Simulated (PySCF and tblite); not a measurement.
Results of a calculation; reference values are marked as such.
Stationary points of C3H4FNSe2 at GFN2-xTB, in Å:

Structure A

```
 1 N     4.029   -0.085   -0.311
 2 C     2.907   -0.182   -0.510
 3 C     1.504   -0.306   -0.753
 4 Se    0.550    1.357   -0.108
 5 Se   -1.565    0.833   -0.799
 6 C    -2.325    0.047    0.862
 7 F    -2.655    1.026    1.732
 8 H     1.309   -0.401   -1.823
 9 H     1.101   -1.163   -0.210
10 H    -3.232   -0.498    0.589
11 H    -1.587   -0.603    1.340
```

Structure B

```
 1 N     3.740   -0.272   -0.561
 2 C     2.607   -0.204   -0.429
 3 C     1.186   -0.134   -0.263
 4 Se    0.552    1.606   -1.029
 5 Se   -1.764    1.542   -0.528
 6 C    -1.982   -0.130    0.498
 7 F    -1.320   -0.082    1.680
 8 H     0.712   -0.954   -0.807
 9 H     0.937   -0.160    0.800
10 H    -3.052   -0.219    0.703
11 H    -1.614   -0.993   -0.065
```

Structure C

```
 1 N     3.722   -0.597   -1.063
 2 C     2.764   -0.247   -0.545
 3 C     1.565    0.189    0.097
 4 Se    0.285    0.925   -1.277
 5 Se   -1.429    1.506    0.119
 6 C    -2.356   -0.245    0.265
 7 F    -1.602   -1.097    1.004
 8 H     1.073   -0.650    0.594
 9 H     1.779    0.989    0.809
10 H    -3.309   -0.090    0.775
11 H    -2.488   -0.679   -0.730
```

Level: PBE/pcSseg-1 + D3(BJ) on GFN2-xTB stationary points, with GFN2-xTB thermal terms.

Task: Which structure is a saddle point, and along which motion?

Result: B: one imaginary mode (70i cm⁻¹ at GFN2-xTB, mostly on Se4, Se5, C3), along the rotation about the Se4–Se5 bond (torsion C3–Se4–Se5–C6 from -84° to 95°, rising).

Task: Give their symmetry and energies above the lowest.

Result: A C1, 2.0 kcal/mol; B C1, 10.7 kcal/mol; C C1, 0.0 kcal/mol.

Spin–orbit effects of heavy atoms on shieldings are missing.
